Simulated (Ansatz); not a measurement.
C2H7BSeSi (`C=C([SeH])B[SiH3]`). Total charge 0; spin multiplicity 1.

Cartesian coordinates in Å:
```
C -1.075 1.773 -1.158
C -0.181 0.843 -0.780
Se 1.433 0.672 -1.787
B -0.513 -0.033 0.440
Si 0.531 -1.534 1.283
H -0.936 2.432 -2.012
H -1.994 1.889 -0.595
H 1.970 -0.436 -0.991
H -1.561 0.218 0.969
H 0.805 -1.182 2.707
H 1.834 -1.879 0.644
H -0.313 -2.764 1.280
```

**Question.** What are the harmonic wavenumbers in cm⁻¹ at PBE0-D4/def2-TZVP (Ansatz, finite differences of forces, unscaled)? (Estimate.)

**Answer.** The calculation gave: 28, 48, 125, 164, 305, 324, 367, 443, 457, 569, 683, 709, 768, 833, 886, 934, 942, 957, 986, 1096, 1221, 1429, 1618, 2198, 2202, 2204, 2453, 2582, 3137, 3234.

**Question.** Is this a minimum?

**Answer.** Yes, all 30 modes are real.

**Question.** Give the ideal-gas thermochemistry at 298.15 K and 1 bar (rigid rotor, harmonic oscillator; point group Cs, symmetry number 1).

**Answer.** Zero-point energy 202.8 kJ/mol; H(298) − E = 227.3 kJ/mol; entropy 391.6 J/(mol·K), of which translation 171.3, rotation 120.0, vibration 100.4; G(298) − E = 110.5 kJ/mol. Modes under 100 cm⁻¹ are hindered rotations or soft bends, so the harmonic entropy is rough.

**Question.** Rotational constants (cm⁻¹)?

**Answer.** 0.1168, 0.0438, 0.03222.
